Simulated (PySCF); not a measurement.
**Field gradients at the hydrogen positions**

C8H9P.
Cartesian coordinates in Å at the GFN2-xTB level; atoms count from 1:
```
atom  x, y, z in Å
C1     2.503   -2.258    0.715
C2     2.269   -1.097    0.541
C3     1.939    0.284    0.294
P4     0.785    0.423   -1.217
C5    -0.596    1.401   -0.495
C6    -1.070    2.763   -0.221
C7    -0.846    0.106   -0.425
C8    -1.747   -0.928   -0.043
C9    -1.426   -2.216   -0.111
H10    2.728   -3.268    0.887
H11    2.852    0.847    0.077
H12    1.444    0.717    1.169
H13   -1.180    3.311   -1.158
H14   -2.031    2.738    0.293
H15   -0.349    3.302    0.394
H16   -2.718   -0.604    0.315
H17   -0.453   -2.521   -0.461
H18   -2.111   -2.993    0.185
```

Level: PBE0/pcSseg-1 (PySCF, non-relativistic); Q(2H) = 0.00286 b; rigid geometry, the same for H and D, with no vibrational averaging.

Problem. Rank these positions by the coupling χzz of a deuteron there, largest first.
A. H17 (vinylic hydrogen)
B. H15 (methyl hydrogen)
C. H10 (alkyne hydrogen)
D. H12 (methylene hydrogen)
E. H16 (vinylic hydrogen)
F. H18 (vinylic hydrogen)

Solution. C (268 kHz), F (227 kHz), A (221 kHz), E (215 kHz), B (207 kHz), D (202 kHz).

Problem. Tabulate Vzz, the asymmetry η and χzz = 234.96 MHz × Q × Vzz for every hydrogen position.

Solution. 
| atom | bonded to | bond length (Å) | Vzz (au) | η | χzz (kHz) |
| --- | --- | --- | --- | --- | --- |
| H10 | C1 | 1.049 | 0.3992 | 0.00 | 268 |
| H11 | C3 | 1.095 | 0.3018 | 0.02 | 203 |
| H12 | C3 | 1.094 | 0.3012 | 0.03 | 202 |
| H13 | C6 | 1.090 | 0.3086 | 0.02 | 207 |
| H14 | C6 | 1.090 | 0.3091 | 0.02 | 208 |
| H15 | C6 | 1.090 | 0.3087 | 0.03 | 207 |
| H16 | C8 | 1.084 | 0.3200 | 0.06 | 215 |
| H17 | C9 | 1.078 | 0.3286 | 0.05 | 221 |
| H18 | C9 | 1.076 | 0.3375 | 0.04 | 227 |

Problem. How does χzz go with the bond length over the 9 C–H bonds?

Solution. A straight-line fit has a slope of -14.3 kHz for each 0.01 Å, with a correlation coefficient of -1.00, over lengths from 1.049 to 1.095 Å. The longer bonds have the smaller couplings here.

Geometry: GFN2-xTB, one conformer, isolated molecule. GFN2-xTB bond lengths can be off by several hundredths of an ångström, more for odd bonds, and the gradients follow them. With a basis this small, the couplings can be 20 % off.
